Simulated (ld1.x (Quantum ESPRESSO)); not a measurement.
# Logarithmic derivatives: zinc, PAW

ld1.x (Quantum ESPRESSO) 7.5 input, shortened:

```
&input
   title='Zn', zed=30., rel=1, dft='PBE', iswitch=3,
   config='[Ar] 3d10 4s1.5 4p0'
 /
 &inputp
   pseudotype=3, lpaw=.true., tm=.true., lloc=-1, rcloc=2.70,
   nlcc=.true., new_core_ps=.true., rcore=0.55,
   which_augfun='BESSEL', rmatch_augfun=0.85
 /
6
4S  1  0   1.50   0.00  1.90  2.30  0.0
4S  1  0   0.00  -0.35  1.90  2.30  0.0
3P  2  1   6.00   0.00  1.15  1.30  0.0
4P  3  1   0.00   0.00  1.15  1.30  0.0
3D  3  2  10.00   0.00  1.05  1.15  0.0
3D  3  2   0.00  -0.30  1.05  1.15  0.0
 &test
   configts(1)='3p6 3d10 4s1.5 4p0'
 /
```

The phase is arctan(r·u′/u) with u = r·R(r), unwrapped; energies in Ry, scanned from -8 to 5 Ry. A pole is an energy at which the radial function vanishes at the test radius. The pseudo phase is shifted by a multiple of π to meet the all-electron one at the reference energy, and phase errors are pseudo minus all-electron; the curves can meet again beyond the range given. Levels narrower than the energy grid can be missing from the lists of poles.

```json
{"channel": "s", "radius (bohr)": "2.94", "reference energy (Ry)": "-0.72", "poles, all-electron": "0.05", "poles, pseudo": "0.05", "unbroken range about the reference energy with phases within 0.05 rad": "below 2.3", "phase error 1 Ry above the reference energy (rad)": "-0.000"}
{"channel": "p", "radius (bohr)": "2.94", "reference energy (Ry)": "-0.31", "poles, all-electron": "0.96", "poles, pseudo": "0.97", "unbroken range about the reference energy with phases within 0.05 rad": "below 2.8", "phase error 1 Ry above the reference energy (rad)": "+0.001"}
{"channel": "d", "radius (bohr)": "2.94", "reference energy (Ry)": "-1.08", "poles, all-electron": "-1.05, 2.63", "poles, pseudo": "-1.05, 2.67", "unbroken range about the reference energy with phases within 0.05 rad": "below 4.3", "phase error 1 Ry above the reference energy (rad)": "+0.000"}
```

Phases in the p channel:

```tsv
E (Ry)	all-electron	pseudo
-8.00	1.446	1.446
-7.76	1.444	1.444
-7.52	1.442	1.442
-7.28	1.440	1.440
-7.04	1.437	1.437
-6.80	1.434	1.434
-6.56	1.431	1.431
-6.32	1.430	1.430
-6.08	1.426	1.426
-5.84	1.423	1.423
-5.60	1.419	1.419
-5.36	1.415	1.415
-5.12	1.411	1.411
-4.88	1.407	1.407
-4.64	1.402	1.402
-4.40	1.397	1.397
-4.16	1.391	1.391
-3.92	1.384	1.384
-3.68	1.377	1.377
-3.44	1.369	1.369
-3.20	1.360	1.360
-2.96	1.349	1.349
-2.72	1.337	1.337
-2.48	1.322	1.322
-2.24	1.304	1.304
-2.00	1.281	1.281
-1.76	1.252	1.252
-1.52	1.213	1.214
-1.28	1.157	1.158
-1.04	1.070	1.071
-0.80	0.916	0.916
-0.56	0.590	0.590
-0.32	-0.129	-0.129
-0.08	-0.877	-0.877
0.16	-1.227	-1.226
0.40	-1.393	-1.392
0.64	-1.488	-1.487
0.88	-1.553	-1.551
1.12	-1.603	-1.601
1.36	-1.645	-1.642
1.60	-1.685	-1.681
1.84	-1.725	-1.720
2.08	-1.771	-1.763
2.32	-1.828	-1.814
2.56	-1.905	-1.882
2.80	-2.022	-1.980
3.04	-2.228	-2.141
3.28	-2.645	-2.443
3.52	-3.364	-3.024
3.76	-3.942	-3.700
4.00	-4.227	-4.095
4.24	-4.375	-4.295
4.48	-4.464	-4.409
4.72	-4.523	-4.481
4.96	-4.565	-4.531
```
